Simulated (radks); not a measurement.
Problem. Spherical quantum dot in the effective-mass picture: electrons in a parabolic well V = omega^2 r^2 / 2 with omega = 0.523, all in effective atomic units (hartree* = m*/eps^2 hartree, bohr* = eps/m* bohr), one dielectric constant everywhere. Method: non-relativistic Kohn-Sham, PBE, spin-polarised, spherical densities; computed with a radial shooting solver with Libxc functionals. Levels are named by radial order and angular momentum (1s, 1p, 1d, 2s, ...), and open shells are averaged over m. Results are scaled to m* = 0.597 and eps = 16.5, for which hartree* = 59.67 meV and bohr* = 1.463 nm. At N = 1 the configuration is 1s(up 1, down 0). Does electron 2 go into 1s down or 1p up?

Solution. Into 1s down. The total energies of the other choices lie higher by 22.2 meV (1p up).
